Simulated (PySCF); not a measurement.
## Ionisation energy of Ti²⁺ by level of theory

Ti²⁺ [Ar] 3d2 (3F) → Ti³⁺ [Ar] 3d1 (2D), as a difference of total energies. Computed with PySCF 2.14 in def2-TZVPPD (6s6p4d2f1g, 67 functions), with the non-relativistic Hamiltonian (point nucleus). Correlated levels: valence: [Ar] frozen; valence and next inner shell: [Ne] frozen. The calculations carry no spin-orbit coupling.

```csv
method,ionisation energy (eV),difference from reference (eV)
UHF,26.752,-0.740
LDA,28.160,+0.668
PBE,28.081,+0.589
PBE0,27.970,+0.478
r2SCAN,28.052,+0.560
r2SCAN0,27.976,+0.484
B3LYP,28.118,+0.626
PBEsol,27.994,+0.502
BHandHLYP,27.845,+0.353
MP2 (valence),26.868,-0.624
SCS-MP2 (valence),26.791,-0.701
MP2 (valence and next inner shell),27.272,-0.220
SCS-MP2 (valence and next inner shell),27.185,-0.307
```

Reference: 27.492 eV (measured; NIST Atomic Spectra Database, ionization energies).

These non-relativistic numbers lack the scalar-relativistic shift.

Errors of the correlated levels include the incompleteness of this basis and the frozen core.
